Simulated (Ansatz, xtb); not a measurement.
# Relative energy of two isomers of C6H9F

Structure X: `FCC1CC=CC1`, a singlet. Structure Y: `C=C(C)CC(=C)F`, a singlet. Both are isolated molecules in the gas phase, relaxed with r2SCAN-D4/def2-SVP; each stands in its lowest conformer found.

Quicker runs give these differences E(Y) − E(X): GFN2-xTB +22.3 kcal/mol; HF/STO-3G +38.9 kcal/mol (at GFN2-xTB geometries); r2SCAN-D4/def2-SVP//GFN2-xTB +13.4 kcal/mol.

Estimate E(Y) − E(X) at the level CCSD(T)/def2-SVP + ΔMP2/def2-TZVPP.

Calculated at CCSD(T)/def2-SVP + ΔMP2/def2-TZVPP: E(Y) − E(X) = +12.3 kcal/mol, so structure X lies lower.

Level by level:

```
                             level            geometry  E(Y) − E(X) (kcal/mol)  departure from the last row (kcal/mol)  job, with rough time for the two
                          GFN2-xTB            GFN2-xTB                     +22.3                                   +10.0              optimisation, 0.16 s
                         HF/STO-3G            GFN2-xTB                     +38.9                                   +26.6              single point, 0.36 s
      r2SCAN-D4/def2-SVP//GFN2-xTB            GFN2-xTB                     +13.4                                    +1.1               single point, 3.9 s
                r2SCAN-D4/def2-SVP  r2SCAN-D4/def2-SVP                     +13.4                                    +1.1                optimisation, 39 s
                       HF/def2-SVP  r2SCAN-D4/def2-SVP                     +13.5                                    +1.1           part of the CCSD(T) run
                      MP2/def2-SVP  r2SCAN-D4/def2-SVP                     +15.7                                    +3.4           part of the CCSD(T) run
                  CCSD(T)/def2-SVP  r2SCAN-D4/def2-SVP                     +13.8                                    +1.5                      single point
CCSD(T)/def2-SVP + ΔMP2/def2-TZVPP  r2SCAN-D4/def2-SVP                     +12.3                                                        single point, 79 s
```

As drawn, Y has 1 C=C in place of 2 C–C. Structure X has a 5-membered ring, Y no ring.

The levels shown agree on the order. The largest departure from CCSD(T)/def2-SVP + ΔMP2/def2-TZVPP is that of HF/STO-3G, 26.6 kcal/mol. The last row adds to CCSD(T) the change of the MP2 difference between the two basis sets, here −1.5 kcal/mol.

With thermal terms from frequencies at re-optimised GFN2-xTB minima (ideal gas, soft modes damped towards free rotors, one conformer each, 298.15 K, 1 atm): the zero-point term adds −2.5 kcal/mol; ΔH is +10.8 and ΔG +8.8 kcal/mol.

The correlated steps freeze 7 core orbitals. Programs: Ansatz 0.2.0, xtb 6.7.1; the last row on 4 threads of Arm Neoverse V1 on a shared host.
